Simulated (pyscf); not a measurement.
**H₃C–CH⁻–NH₂ (SMILES C[CH-]N), singlet**

Gas-phase minimum from PySCF at ωB97X-D3(BJ)/def2-SVPD, one conformer. H₃C–CH⁻–NH₂ lies 16.2 kcal/mol over its isomer H₃C–CH₂–NH⁻, and others may lie lower still (electronic energy, ωB97M-D3(BJ)). 

```xyz
9

C     -0.8534    -1.4807    -1.0980
C     -0.4173    -0.8966     0.2422
N      0.8436    -0.1287     0.0823
H     -1.2469    -0.7096    -1.7925
H     -0.0239    -1.9978    -1.6757
H     -1.6621    -2.2263    -0.9674
H     -0.1667    -1.7598     0.8986
H      0.6448     0.8144    -0.2414
H      1.4643    -0.5367    -0.6393
```
Charge -1, spin multiplicity 1.

Bond lengths (Å): C1–C2 1.526, C1–H4 1.110, C1–H5 1.135, C1–H6 1.108, C2–N3 1.485, C2–H7 1.113, N3–H8 1.017, N3–H9 1.036. Angles (°): C2–C1–H4 112.6, C2–C1–H5 114.4, C2–C1–H6 111.3, H4–C1–H5 104.9, H4–C1–H6 106.4, H5–C1–H6 106.7, C1–C2–N3 110.3, C1–C2–H7 106.6, N3–C2–H7 105.9, C2–N3–H8 110.4, C2–N3–H9 112.4, H8–N3–H9 105.1.

Properties at ωB97X-D3(BJ)/def2-SVPD:

```json
{
 "harmonic_wavenumbers_unscaled": "286, 356, 408, 792, 852, 870, 1020, 1065, 1094, 1193, 1335, 1371, 1425, 1463, 1611, 2682, 2922, 2963, 3037, 3247, 3550 cm⁻¹",
 "zero_point_energy": "47.9 kcal/mol",
 "rotational_symmetry_number": "1",
 "Entropy of this conformer at 298 K and 1 atm, rigid rotor and harmonic oscillator, modes under 100 cm⁻¹ raised to 100": "268.1 J/(mol K)",
 "dipole_moment": "depends on origin"
}
```

Single-point totals, which compare only within one level (frozen core for MP2 and CC):

| level | total energy (hartree) |
|---|---|
| ωB97X-D3(BJ)/def2-TZVPD | -134.61114 |
| PBE/def2-TZVPD | -134.37140 |
| r²SCAN/def2-TZVPD | -134.46188 |
| B3LYP-D3(BJ)/def2-TZVPD | -134.56587 |
| PBE0-D3(BJ)/def2-TZVPD | -134.38476 |
| M06-2X/def2-TZVPD | -134.47701 |
| ωB97M-D3(BJ)/def2-TZVPD | -134.58169 |
| HF/def2-TZVPPD | -133.61229 |
| MP2/def2-TZVPPD | -134.21227 |
| CCSD/def2-TZVPPD | -134.23945 |
| CCSD(T)/def2-TZVPPD | -134.26649 |

The CCSD(T) − MP2 part came from Ansatz, without density fitting, on the same reference.
